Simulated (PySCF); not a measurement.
C5H8, SMILES C=CC1CC1. Atoms are numbered in the order given.

```xyz
13

C      2.2457     0.1173     0.0000
C      1.0035    -0.3778     0.0000
C     -0.2384     0.4234     0.0000
C     -1.4591    -0.0773     0.7495
C     -1.4591    -0.0773    -0.7495
H      2.4305     1.1963     0.0000
H      3.1209    -0.5371     0.0000
H      0.8623    -1.4670     0.0000
H     -0.0830     1.5072     0.0000
H     -1.3726    -1.0367     1.2680
H     -2.0704     0.6618     1.2745
H     -1.3726    -1.0367    -1.2680
H     -2.0704     0.6618    -1.2745
```
Charge 0, spin multiplicity 1.

Geometry: B3LYP-D3(BJ)/def2-SVP. The values are those of a single conformer.

Two levels are set side by side: PBE/pcSseg-1 (PySCF) and HF/pcSseg-1 (PySCF). GIAO shifts against TMS (¹H), TMS (¹³C) at the same level; non-relativistic, no solvent, atoms listed together averaged. Differences are taken from unrounded values.

| quantity | HF |
|---|---|
| δ(¹³C) of C1 (ppm) | 120.9 |
| δ(¹³C) of C2 (ppm) | 153.9 |
| δ(¹³C) of C3 (ppm) | 13.0 |
| δ(¹³C) of C4, C5 (ppm) | 6.8 |
| δ(¹H) of H8 (ppm) | 5.45 |
| δ(¹H) of H9 (ppm) | 1.35 |

Question: What does PBE give, and how far is it from HF? (The exact figures need the calculation; the answer reports its results.)

Answer: 
| quantity | PBE | PBE minus HF |
|---|---|---|
| δ(¹³C) of C1 (ppm) | 119.0 | -2.0 |
| δ(¹³C) of C2 (ppm) | 153.2 | -0.7 |
| δ(¹³C) of C3 (ppm) | 23.7 | 10.8 |
| δ(¹³C) of C4, C5 (ppm) | 13.0 | 6.2 |
| δ(¹H) of H8 (ppm) | 5.46 | 0.01 |
| δ(¹H) of H9 (ppm) | 1.54 | 0.19 |

Rough cost on one machine, each run with all the roots and properties that it gave: HF against PBE within a factor of 2.
